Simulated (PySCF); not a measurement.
## B⁺: ionisation energy

B⁺ [He] 2s2 (1S) → B²⁺ [He] 2s1 (2S), as a difference of total energies. Computed with PySCF 2.14 in cc-pVDZ-DK, with the spin-free X2C one-electron Hamiltonian (Gaussian nucleus). Correlated levels: valence: 1s2 frozen. The calculations carry no spin-orbit coupling.

| method | ionisation energy (eV) |
| --- | --- |
| UHF | 23.494 |
| M06-L | 24.389 |
| PBE | 24.659 |
| MP2 (valence) | 24.378 |
| SCS-MP2 (valence) | 24.555 |
| CCSD (valence) | 25.086 |

Errors of the correlated levels include the incompleteness of this basis and the frozen core.

With two correlated electrons CCSD is exact in that space.

The coupled-cluster amplitudes are large for B⁺ (T1 above 0.03 or a double amplitude above 0.15), so a single reference is strained.

Question: Which method comes closest to the reference value, and which is furthest?

Answer: The reference is 25.155 eV (measured; NIST Atomic Spectra Database, ionization energies). Closest: CCSD (valence) (error -0.069 eV); furthest: UHF (error -1.661 eV).
